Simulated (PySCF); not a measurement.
# Electron correlation in Al (aluminium, neutral)

[Ne] 3s2 3p1, 2P determinant. Calculation: PySCF 2.14, in 6-31G* (4s3p1d, 18 functions); the non-relativistic Hamiltonian (point nucleus). Frozen: [Ne]; 3 electrons correlated.

MP2 pair energies summed by pair of shells (mhartree):

```tsv
pair	energy	share (%)
3s-3s	-18.68	64.5
3s-3p	-10.27	35.5
```

Total MP2 correlation energy: -28.95 mhartree.

Same-spin part -1.68 and opposite-spin part -27.27 mhartree; SCS-MP2 scales them by 1/3 and 6/5 to -33.29 mhartree.

```csv
level,correlation energy (mhartree)
CCSD,-43.54
(T),-0.52
CCSD(T),-44.06
```

Diagnostics: T1 = 0.013, D1 = 0.0252, largest double amplitude 0.106.

Q: Is a single reference adequate?

A: Mostly. T1 lies below 0.03, but a double amplitude of this size points to a near-degeneracy that CCSD handles and MP2 describes poorly.
